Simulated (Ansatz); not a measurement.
Coupled-cluster diagnostics for Al(PF3)H3 (AlPH3F3), Ansatz.

Geometry of the singlet (B3LYP-D4/def2-SVP):

```xyz
8

Al   -0.0843    0.0396    1.5167
F     1.3675    0.5368   -1.7329
F    -1.0369    0.7608   -1.8601
F    -0.0331   -1.4358   -1.7388
P     0.0622   -0.0221   -1.0313
H    -1.5506   -0.5782    1.5272
H     0.1044    1.6162    1.6053
H     1.1707   -0.9175    1.7139
```

Correlated methods freeze 13 core orbitals. Another isomer (singlet) lies 4.31 eV lower at PBE0-D4/def2-TZVP; other spin states weren't run for this one.

**Question.** Estimate the CCSD(T) correlation energy, the shares of MP2 and (T), T1 and the reference's ⟨S²⟩ for: charge 0, singlet, own geometry in def2-SVP; and the rough time on 2 threads of Intel Xeon Platinum 8375C on a shared host.

**Answer.** 
| state | basis | correlation (eV) | MP2 share (%) | (T) share (%) | T1 | ⟨S²⟩ (pure) | wall time |
| --- | --- | --- | --- | --- | --- | --- | --- |
| charge 0, singlet, own geometry | def2-SVP | -21.732 | 94.0 | 1.8 | 0.013 | 0.00 (0.00) | 3.9 s |
Customary marks for T1 are 0.02 (closed shells), 0.045 (open shells) and about 0.05 (3d metals). T1 stays under 0.02 throughout.
